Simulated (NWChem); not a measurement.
Species: C$_{2}$H$_{8}$OSi; SMILES O([SiH3])CC

```xyz
12

Si    -0.0003     1.6553     0.0000
O      0.4135     0.0439     0.0000
C     -0.5187    -1.0115     0.0000
C      0.2148    -2.3322     0.0000
H     -0.8078     2.0038    -1.2126
H     -0.8078     2.0038     1.2126
H      1.2746     2.4214     0.0000
H     -1.1771    -0.9439     0.8887
H     -1.1771    -0.9439    -0.8887
H      0.8556    -2.4159     0.8903
H     -0.4958    -3.1725     0.0000
H      0.8556    -2.4159    -0.8903
```
Atoms are numbered in this order, from 1.

Computed with NWChem. Coordinates come from a PBE0/def2-SVP optimisation. Total energies compare along this basis series because the functional is fixed.

```
level             basis functions  energy (Ha)  highest occupied level (eV)  orbital gap (eV)  dipole (D)
----------------  ---------------  -----------  ---------------------------  ----------------  ----------
PBE0/cc-pVDZ                  100    -445.4534                        -7.85              8.64        0.99
PBE0/aug-cc-pVDZ              168    -445.4673                        -7.98              7.88        1.00
PBE0/cc-pVTZ                  236    -445.5258                        -8.01              8.46        1.00
```
